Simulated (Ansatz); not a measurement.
Molecule: GaH$_{2}$, net charge 0, doublet state. SMILES: [GaH2]
Geometry: optimised at B3LYP-D3(BJ)/def2-TZVP (Ansatz, a quantum-chemistry and plane-wave program).

Quantity: atomisation energy (electronic, to ground-state atoms), in eV. Correlated levels leave the core frozen unless marked. UHF or UKS for open shells. Spin-orbit coupling is left out. Frozen are the shells of the preceding noble gas and the d and f shells that filled before the atom's block. No relativistic terms. The coupled-cluster limit lacks core correlation, which all-electron functionals hold. Basis-set limits of correlation are two-point, X^-3; Hartree-Fock from the larger set (for Q and 5 zeta extrapolated as (X+1)exp(-9√X)).

```tsv
level	program	atomisation energy (eV)
r2SCANh/def2-TZVPD	Ansatz	?
CAM-B3LYP-D4/def2-TZVPD	Ansatz + dftd4	4.94
RPA@PBE/cc-pVTZ	Ansatz	?
CCSD(T)/CBS(cc-pVQZ,cc-pV5Z)	Ansatz	4.90
```

**Question.** What belongs in the gaps?

**Answer.** 
- r2SCANh/def2-TZVPD, atomisation energy (eV): 5.01
- RPA@PBE/cc-pVTZ, atomisation energy (eV): 4.58
